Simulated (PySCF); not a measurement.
C4H2Br2, SMILES C(/C(Br)=C\Br)#C.

Coordinates come from a PBE-D3(BJ)/def2-SVP optimisation. The structure was generated by enumeration; whether it is a known compound was not checked.

Computed with PBE-D3(BJ)/def2-SVP (PySCF).

Frequencies are harmonic and unscaled.

Q: Estimate the vibrational spectrum. (Estimate from the structure and the level; the computed values follow.)

A: 
| mode | ν (cm⁻¹) | IR (km/mol) | moving atoms (share of kinetic energy) |
|---|---|---|---|
| 1 | 105 | 0.5 | C 66 %, Br 22 %, H 12 % |
| 2 | 158 | 0.2 | C 77 %, Br 14 %, H 9 % |
| 3 | 174 | 1.4 | C 65 %, Br 30 % |
| 4 | 219 | 0.7 | Br 85 %, C 13 % |
| 5 | 254 | 6.4 | C 79 %, H 21 % |
| 6 | 419 | 0.9 | C 81 %, Br 13 % |
| 7 | 575 | 0.5 | C 97 % |
| 8 | 623 | 32.8 | H 80 %, C 20 % |
| 9 | 660 | 9.2 | H 69 %, C 31 % |
| 10 | 682 | 65.1 | C 85 %, H 11 % |
| 11 | 709 | 48.4 | C 83 %, H 9 %, Br 8 % |
| 12 | 758 | 22.5 | H 76 %, C 24 % |
| 13 | 992 | 45.6 | C 71 %, H 28 % |
| 14 | 1218 | 2.6 | H 67 %, C 33 % |
| 15 | 1579 | 5.9 | C 98 % |
| 16 | 2145 | 11.6 | C 92 %, H 8 % |
| 17 | 3164 | 13.0 | H 91 %, C 9 % |
| 18 | 3406 | 87.1 | H 86 %, C 14 % |
